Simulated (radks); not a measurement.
Task: These are the eigenvalues of the occupied orbitals of an atom or ion with whole-number occupations (hartree). All-electron calculation, scalar-relativistic Kohn-Sham, r2SCAN, spin-polarised, spherical densities, finite nucleus; meta-GGA in the generalised Kohn-Sham scheme; Fermi nuclear charge, rms radius of each element as measured or else 0.836 A^(1/3) + 0.57 fm. Program: a radial shooting solver on a logarithmic mesh with Libxc functionals.

| orbital | eigenvalue |
|---|---|
| 1s up | -2636.094 |
| 1s down | -2636.094 |
| 2s up | -458.0574 |
| 2s down | -458.0437 |
| 2p up | -399.6812 |
| 2p down | -399.6706 |
| 3s up | -106.4443 |
| 3s down | -106.4433 |
| 3p up | -89.15071 |
| 3p down | -89.14856 |
| 3d up | -69.50415 |
| 3d down | -69.49649 |
| 4s up | -22.45839 |
| 4s down | -22.44743 |
| 4p up | -16.76041 |
| 4p down | -16.75082 |
| 4d up | -9.57366 |
| 4d down | -9.56194 |
| 5s up | -3.28086 |
| 5s down | -3.18851 |
| 5p up | -1.86908 |
| 5p down | -1.74150 |
| 4f up | -1.61539 |
| 4f down | -1.59283 |
| 6s up | -0.30485 |
| 5d up | -0.30296 |
| 6p up | -0.09388 |

Which element is it, and in what charge state? The configuration may be excited. Open shells, if any, are filled with parallel spins first.

Result: Z = 75, rhenium, charge 0: Re in [Xe] 4f14 5d5 6s1 6p1. The list shows which subshells hold electrons but not how many an open one holds; the 1s level, -2636.1 hartree, gives Z - s = 72.6 by -(Z - s)^2/2, which with screening and relativity narrows Z to a few neighbours, and the depths of the outer levels then fix element, charge and occupations together.
